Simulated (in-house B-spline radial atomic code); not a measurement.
A fraction x of an electron is removed from 1s in Li II (Li+), starting from 1s2 and keeping the highest spin. Computed with a radial B-spline atomic code at the basis-set limit: scalar-relativistic (X2C) BHandHLYP, spin-polarised, spherical fractional occupations, Fermi nucleus of rms radius 2.444 fm.

Caution: exact exchange at fractional occupations of open shells leaves self-interaction of up to several eV.

```
   x  E(x) - E(0) (eV)  1s down level (eV)
   0            0.0000             -68.829
0.05            3.4595             -69.552
0.15           10.4867             -70.988
0.32           22.7594             -73.388
0.48           34.6781             -75.586
 0.5           36.1925             -75.856
 0.6           43.8455             -77.200
0.73           53.9949             -78.950
0.82           61.1562             -80.198
0.91           68.4317             -81.474
```
